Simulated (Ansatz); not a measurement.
A structure relaxed at r2SCAN-D4/def2-SVP in Ansatz, charge 0, singlet:

```xyz
8

Na    1.5403    0.2312   -1.0686
Na   -1.3438   -0.8599   -1.0104
Na    0.4302   -1.0576    1.5043
Na   -0.6272    1.6862    0.5752
H     1.3965    0.8951    1.0495
H    -1.6009   -0.2414    1.1106
H    -0.4469    1.0996   -1.5639
H     0.6519   -1.7532   -0.5968
```

(1) Give its formula and point group.

(2) Summarise the bond lengths by kind (pairs closer than 1.2 times the sum of covalent radii, bridged metal pairs left out).

Answers

(1) the cluster Na₄H₄ (the lowest singlet isomer of a short search). Point group Td (tolerance 0.1 Å).

(2) 12 × H–Na 2.22 to 2.23 Å.

The structure comes from a short search, and lower isomers may exist.
